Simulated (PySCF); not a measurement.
[In(NH2)4]- (charge -1).
Bonds: In1–N2, In1–N5, In1–N8, In1–N11. Hydrogens: H3, H4 on N2; H6, H7 on N5; H9, H10 on N8; H12, H13 on N11.

Computed, not measured: PySCF, PBE0-D3(BJ)/def2-SVP geometry optimisation, gas phase, def2 core potentials past Kr.

Task: What internal coordinates does the optimisation give?

Result: 
| bond | length (Å) |
| --- | --- |
| In1–N2 and 3 like bonds | 2.143 |
| N2–H3 and 7 like bonds | 1.024 |

Bonds in one row agree within 0.01 Å and their mean is given. A selection of angles:
| angle | degrees |
| --- | --- |
| N2–In1–N5 | 105.0 |
| N2–In1–N8 | 111.5 |
| In1–N2–H3 | 107.6 |
| H3–N2–H4 | 103.5 |

N2 (nitrogen bonded to In and 2 H) is pyramidal (angles 107.6°, 107.1° and 103.5°, sum 318.2°, 0.47 Å off the plane of its three neighbours). All 4 In–N bonds measure 2.143 to 2.144 Å. In1 (indium bonded to 4 N) is distorted tetrahedral (angles from 104.8° to 111.9°).

Point group: S4 (every atom within 0.08 Å of its image). PBE0-D3(BJ)/def2-SVP frequencies: not computed here. The geometry's basis has no diffuse functions, a weakness for an anion.
